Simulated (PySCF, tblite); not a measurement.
Isomers of C3H12Si4, one GFN2-xTB conformer each. Single-point energies are computed at PBE0/pcSseg-1 (PySCF, gas phase, no added dispersion term), electronic only.

Question: Rank them by PBE0/pcSseg-1 energy, lowest first (kcal/mol).
A. `CC1=C[SiH2][Si@H]([SiH3])[SiH2]1`
B. `[CH:1]#[C:2][SiH2:3][Si@H:4]([SiH3:5])[SiH2:6][CH3:7]` with C2–Si3–Si4–Si5 -174°, Si3–Si4–Si6–C7 -58°
C. `[CH:1]#[C:2][SiH2:3][Si:4]([CH3:5])([SiH3:6])[SiH3:7]` with C2–Si3–Si4–C5 60°
D. `[CH:1]#[C:2][Si@@H:3]([CH3:4])[SiH:5]([SiH3:6])[SiH3:7]` with C2–Si3–Si5–Si6 -63°

Answer: A (0.0), D (28.5), B (29.3), C (31.0).

As drawn, the lowest has a C=C bond outside aromatic rings, which the highest lacks; the highest has a C≡C bond, which the lowest lacks. Neighbours under 2.5 kcal/mol apart (C#C[Si@@H](C)[SiH]([SiH3])[SiH3] and C#C[SiH2][Si@H]([SiH3])[SiH2]C; C#C[SiH2][Si@H]([SiH3])[SiH2]C and C#C[SiH2][Si](C)([SiH3])[SiH3]) can change places with a better method, another conformer or zero-point energy. GFN2-xTB itself gives, in the same order: 0.0, 29.5, 29.8, 29.9. Both levels put the same isomer lowest; measured from each level's own lowest isomer, the values differ by up to 1.1 kcal/mol (C#C[SiH2][Si](C)([SiH3])[SiH3]: 29.9 against 31.0).

Q: Which frontier levels, dipoles and rotational constants go with these structures?

A: 
| SMILES | HOMO (eV, PBE0/pcSseg-1) | LUMO (eV) | dipole (D) | A, B, C (MHz) |
| --- | --- | --- | --- | --- |
| CC1=C[SiH2][Si@H]([SiH3])[SiH2]1 | -7.60 | -0.65 | 0.80 | 1835, 763.4, 602.5 |
| C#C[Si@@H](C)[SiH]([SiH3])[SiH3] | -7.77 | -0.51 | 0.57 | 1161, 769.5, 647.3 |
| C#C[SiH2][Si@H]([SiH3])[SiH2]C | -7.86 | -0.60 | 0.97 | 1259, 792.8, 516.3 |
| C#C[SiH2][Si](C)([SiH3])[SiH3] | -7.78 | -0.74 | 1.01 | 1393, 727.2, 595.9 |

Q: What happens when harmonic zero-point energies from GFN2-xTB frequencies are added?

A: 
| SMILES | ZPE (kcal/mol) | electronic (kcal/mol) | with ZPE (kcal/mol) |
| --- | --- | --- | --- |
| CC1=C[SiH2][Si@H]([SiH3])[SiH2]1 | 77.7 | 0.0 | 0.0 |
| C#C[Si@@H](C)[SiH]([SiH3])[SiH3] | 75.0 | 28.5 | 25.9 |
| C#C[SiH2][Si@H]([SiH3])[SiH2]C | 75.2 | 29.3 | 26.9 |
| C#C[SiH2][Si](C)([SiH3])[SiH3] | 74.9 | 31.0 | 28.3 |

The zero-point energies span 2.8 kcal/mol. The order is unchanged.
